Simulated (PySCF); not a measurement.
Species: C6H9N3.
Atom-mapped SMILES: `[CH2:1]=[CH:2][n:3]1[c:4]([CH3:5])[n:6][n:7][c:8]1[CH3:9]` (hydrogens: H10, H11 on C1; H12 on C2; H13, H14, H15 on C5; H16, H17, H18 on C9)

Cartesian coordinates in Å at the PBE0-D3(BJ)/def2-SVP level; atoms count from 1:
```
atom  x, y, z in Å
C1    -0.560    1.536    0.870
C2     0.658    1.207    0.434
N3     1.033    0.111   -0.346
C4     0.283   -0.867   -0.977
C5    -1.194   -0.984   -0.976
N6     1.080   -1.688   -1.602
N7     2.364   -1.284   -1.402
C8     2.342   -0.215   -0.658
C9     3.535    0.542   -0.208
H10   -1.458    0.955    0.667
H11   -0.669    2.441    1.469
H12    1.510    1.842    0.688
H13   -1.594   -1.179    0.031
H14   -1.451   -1.832   -1.622
H15   -1.681   -0.078   -1.370
H16    3.539    1.577   -0.586
H17    3.613    0.578    0.890
H18    4.419    0.027   -0.602
```

Computed with PySCF at PBE0/pcSseg-1 and CAM-B3LYP/def2-SVPD, non-relativistic, on one gas-phase PBE0-D3(BJ)/def2-SVP geometry that isn't relaxed in the solvent. The solvent is an IEF-PCM continuum (Bondi radii, 1.10 Å for H, scaled by 1.2). Specific hydrogen bonds and non-electrostatic terms are outside this model.

Gas phase at PBE0/pcSseg-1: HOMO -7.20 eV, LUMO -0.92 eV, dipole 5.28 D.

**Question.** What does the continuum do to the energy, the frontier levels and the dipole at PBE0/pcSseg-1 in benzene and chloroform?

**Answer.** 
| solvent | ε | E(solvent) − E(gas) (kcal/mol) | polarisation term (kcal/mol) | distortion of the solute (kcal/mol) | HOMO (eV) | LUMO (eV) | dipole (D) |
| --- | --- | --- | --- | --- | --- | --- | --- |
| benzene | 2.271 | -5.05 | -5.64 | 0.59 | -7.25 | -0.83 | 6.18 |
| chloroform | 4.711 | -8.19 | -9.78 | 1.59 | -7.30 | -0.79 | 6.77 |

The polarisation term is half the interaction of the solute with the surface charges that it induces; the rest is the cost of distorting the solute's density. The sum is the electrostatic part of solvation alone. From benzene to chloroform the lowering changes by a factor 1.62, Onsager's factor (ε − 1)/(2ε + 1) by 1.55 and ε itself by 2.1.

**Question.** Which radius a makes the point-dipole formula ΔE = −[(ε − 1)/(2ε + 1)]·μ²/a³ give the value in chloroform, with the gas-phase dipole?

**Answer.** μ = 2.076 au and |ΔE| = 0.01306 Eh give a = 2.59 Å; the farthest nucleus lies 3.56 Å from the centroid of the nuclei, so such a sphere wouldn't even hold the nuclei. The formula assumes a rigid point dipole at the centre of a sphere.

**Question.** Give the dipole vector in the frame of the coordinates (D, pointing from negative to positive charge), gas and chloroform.

**Answer.** Gas (-1.60, 4.09, 2.93), solvent (-2.10, 5.22, 3.75). Its length changes by +28 % and its direction by less than 1°.

**Question.** Which Hirshfeld charges (PBE0/pcSseg-1) respond most in benzene (means over atoms taken as equivalent)?

**Answer.** 
```tsv
atoms	environment	gas (e)	solvent (e)	change
N6/N7	pyridine-type nitrogen	-0.167	-0.191	-0.024
H12	vinylic hydrogen	+0.058	+0.063	+0.005
H11	vinylic hydrogen	+0.056	+0.060	+0.004
C1	terminal =CH2 carbon	-0.112	-0.108	+0.004
N3	pyrrole-type nitrogen	-0.012	-0.009	+0.003
H10	vinylic hydrogen	+0.049	+0.052	+0.003
H13 (×6)	methyl hydrogen	+0.055	+0.058	+0.003
C4/C8	substituted aromatic carbon	+0.090	+0.093	+0.003
C5/C9	benzylic-type carbon	-0.111	-0.110	+0.001
C2	vinylic carbon bearing nitrogen	+0.010	+0.010	0.000
```

Gas phase at CAM-B3LYP/def2-SVPD: HOMO -8.51 eV, LUMO 0.13 eV, dipole 5.27 D.

**Question.** What does the continuum do to the energy, the frontier levels and the dipole at CAM-B3LYP/def2-SVPD in benzene?

**Answer.** 
```csv
solvent,ε,E(solvent) − E(gas) (kcal/mol),polarisation term (kcal/mol),distortion of the solute (kcal/mol),HOMO (eV),LUMO (eV),dipole (D)
benzene,2.271,-5.04,-5.67,0.63,-8.55,0.24,6.23
```

**Question.** How does the static polarisability (CAM-B3LYP/def2-SVPD, frozen core, with the continuum's full static response) change?

**Answer.** 
| medium | isotropic (au) | principal values (au) | ⟨r²⟩ of the electrons (bohr²) |
| --- | --- | --- | --- |
| gas | 92.3 | 59.7, 100.3, 116.8 | 1167.1 |
| benzene | 105.9 | 67.5, 114.6, 135.8 | 1166.8 |

The isotropic value in benzene is 1.15 times the gas-phase one; no cavity-field correction is applied. ⟨r²⟩ is taken about the centre of nuclear charge.
